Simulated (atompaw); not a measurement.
# u(r) = r·R(r): atom against pseudo-atom (rhodium)

Columns: radius, all-electron u(r) and pseudo u(r) of the 5s shell (level -4.30 eV) of rhodium in the configuration [Kr] 4d8 5s1 5p0; PBE, scalar-relativistic, PAW (atompaw) scheme, atompaw 4.2.0.5.

```tsv
r (bohr)	all-electron	pseudo
0.115	-0.0980	0.0462
0.231	0.1309	0.0925
0.346	0.1414	0.1378
0.462	-0.0151	0.1826
0.577	-0.1698	0.2257
0.692	-0.2548	0.2674
0.808	-0.2643	0.3077
0.923	-0.2162	0.3456
1.038	-0.1330	0.3815
1.154	-0.0326	0.4152
1.269	0.0704	0.4462
1.385	0.1696	0.4749
1.500	0.2589	0.5006
1.615	0.3371	0.5237
1.731	0.4041	0.5440
1.846	0.4591	0.5615
1.962	0.5040	0.5762
2.077	0.5389	0.5881
2.192	0.5652	0.5973
2.308	0.5843	0.6038
2.423	0.5966	0.6077
2.538	0.6034	0.6089
2.654	0.6054	0.6077
2.769	0.6033	0.6040
2.885	0.5977	0.5978
3.000	0.5894	0.5894
```

Question: How many radial nodes do the two functions have?

Answer: The all-electron 5s function has n − l − 1 = 4 (the table is too coarse to show those close to the nucleus); the pseudo-wave has 0, since the states of the same l below it are removed with the core.

Question: Is the pseudo-wave norm-conserving?

Answer: No, it belongs to a PAW set: the norm inside the radius is not constrained, and the difference is carried by the augmentation charge.
